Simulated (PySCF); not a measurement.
Molecule: `C[S+](C)CC(F)(F)F`, [C$_{4}$H$_{8}$F$_{3}$S]+.

Bonds (- single, = double, # triple, : aromatic): C1-S2, S2-C3, S2-C4, C4-C5, C5-F6, C5-F7, C5-F8. C1 carries H9, H10, H11; C3 carries H12, H13, H14; C4 carries H15, H16. Formal charges: S2 +1.

Total charge +1.

Frames of a GFN2-xTB Langevin trajectory at 300 K; GIAO PBE0/pcSseg-1 shieldings in PySCF 2.14, gas phase, non-relativistic; equivalent atoms averaged within each frame.

Referencing at the same level of theory: $^{13}$C (σ = 186.93 ppm), $^{1}$H (σ = 31.72 ppm) against TMS; $^{33}$S (σ = 503.73 ppm) vs CS2; CFCl3 for $^{19}$F (σ = 170.95 ppm). The references are static minima.

Q: How do the shifts (ppm) fluctuate along the trajectory?

A: 
```csv
time (fs),C5,C4,C1/C3,S2,F6/F7/F8,H9/H10/H11/H12/H13/H14,H15/H16
250,135.3,61.6,40.6,74,-58.0,3.80,3.45
425,134.8,52.8,33.5,36,-53.8,3.19,3.35
625,127.8,92.9,30.3,62,-69.0,3.33,4.80
800,127.5,54.9,42.0,68,-72.4,3.97,3.82
1000,130.2,54.4,29.1,55,-65.5,3.16,3.83
mean of frames,131.1,63.3,35.1,59,-63.7,3.49,3.85
standard deviation,3.8,16.9,5.9,15,7.7,0.37,0.57
```

5 frames give an uncertainty of the mean of about the standard deviation over 2.2 at best, since frames this close in time may not be independent; classical motion lacks zero-point vibration, and the reference would need the same averaging.
